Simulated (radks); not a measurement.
The numbers below are computed, except where a source is named.
Task: The mean radii <r> (bohr) of the occupied orbitals of an atom or ion are listed with their occupations. Code: a radial shooting solver on a logarithmic mesh with Libxc functionals. Model: Dirac Kohn-Sham, Wu-Cohen GGA, spin-unpolarised, spherical densities, point nucleus.

orbital  occ.      <r>
1s1/2       2  0.02457
2s1/2       2   0.1048
2p1/2       2  0.08795
2p3/2       4  0.09416
3s1/2       2   0.2784
3p1/2       2   0.2681
3p3/2       4   0.2803
3d3/2       4   0.2514
3d5/2       6   0.2552
4s1/2       2   0.6353
4p1/2       2   0.6534
4p3/2       4   0.6802
4d3/2       4   0.7317
4d5/2       6   0.7410
5s1/2       2    1.459
5p1/2       2    1.597
5p3/2       4    1.661

Name the element and its charge. Open shells, if any, fill j = l - 1/2 first.

Result: Z = 58, cerium, charge +4: Ce4+ in [Xe]. The 1s radius gives Z: for a bare nucleus <r> = (2 gamma + 1)/(2Z) with gamma = sqrt(1 - (Z/c)^2), 0.02424 bohr for Z = 58, and screening makes it slightly larger (0.02457 here). The occupations add up to 54, and the charge is Z minus that.
